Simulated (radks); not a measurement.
Task: The mean radii <r> (bohr) of the occupied orbitals of an atom or ion are listed with their occupations. Method: Dirac Kohn-Sham, PBE, spin-unpolarised, spherical densities, finite nucleus; Fermi nuclear charge, rms radius of each element as measured or else 0.836 A^(1/3) + 0.57 fm; computed with a radial shooting solver on a logarithmic mesh with Libxc functionals.

orbital  occ.      <r>
1s1/2       2  0.02074
2s1/2       2  0.08754
2p1/2       2  0.07290
2p3/2       4  0.08007
3s1/2       2   0.2294
3p1/2       2   0.2191
3p3/2       4   0.2327
3d3/2       4   0.2054
3d5/2       6   0.2096
4s1/2       2   0.5183
4p1/2       2   0.5279
4p3/2       4   0.5587
4d3/2       4   0.5884
4d5/2       6   0.5993
5s1/2       2    1.256
5p1/2       2    1.404
5p3/2       4    1.503
4f5/2       5   0.7851
4f7/2       5   0.7984
6s1/2       2    3.422

Name the element and its charge.

Result: Z = 67, holmium, charge +1: Ho+ in [Xe] 4f(5/2: 5, 7/2: 5) 6s2. The 1s radius gives Z: for a bare nucleus <r> = (2 gamma + 1)/(2Z) with gamma = sqrt(1 - (Z/c)^2), 0.02048 bohr for Z = 67, and screening makes it slightly larger (0.02074 here). The occupations add up to 66, and the charge is Z minus that.
